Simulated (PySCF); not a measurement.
CH₈OSi₂, SMILES C[SiH2]O[SiH3].

Geometry optimised at PBE0-D3(BJ)/def2-SVP. One conformer was computed; it need not be the lowest.

Two levels are set side by side: TDA-PBE/def2-SVPD (PySCF) and TDA-M06-2X/def2-SVPD (PySCF). Vertical, same geometry. The lowest singlet is HOMO→LUMO 100 % with PBE and HOMO→LUMO 79 % with the other functional; states are paired by order. Differences are taken from unrounded values.

```json
[
 {"quantity": "lowest singlet excitation (eV)", "TDA-M06-2X": "7.41"},
 {"quantity": "lowest triplet excitation (TDA) (eV)", "TDA-M06-2X": "7.13"},
 {"quantity": "first bright state (f over 0.05) (eV)", "TDA-M06-2X": "8.43"},
 {"quantity": "its oscillator strength", "TDA-M06-2X": "0.08"}
]
```

### Question
What does TDA-PBE give, and how far is it from TDA-M06-2X? (Estimate from the structure and the level; the computed values follow.)

### Answer

```tsv
quantity	TDA-PBE	TDA-PBE minus TDA-M06-2X
lowest singlet excitation (eV)	6.33	-1.09
lowest triplet excitation (TDA) (eV)	6.07	-1.07
first bright state (f over 0.05) (eV)	7.30	-1.12
its oscillator strength	0.06	-0.02
```

A lower first singlet is the usual sign of a functional without exact exchange. Differences between two approximate levels are no errors against the true value.

Rough cost on one machine, each run with all the roots and properties that it gave: TDA-M06-2X against TDA-PBE about 9 times.
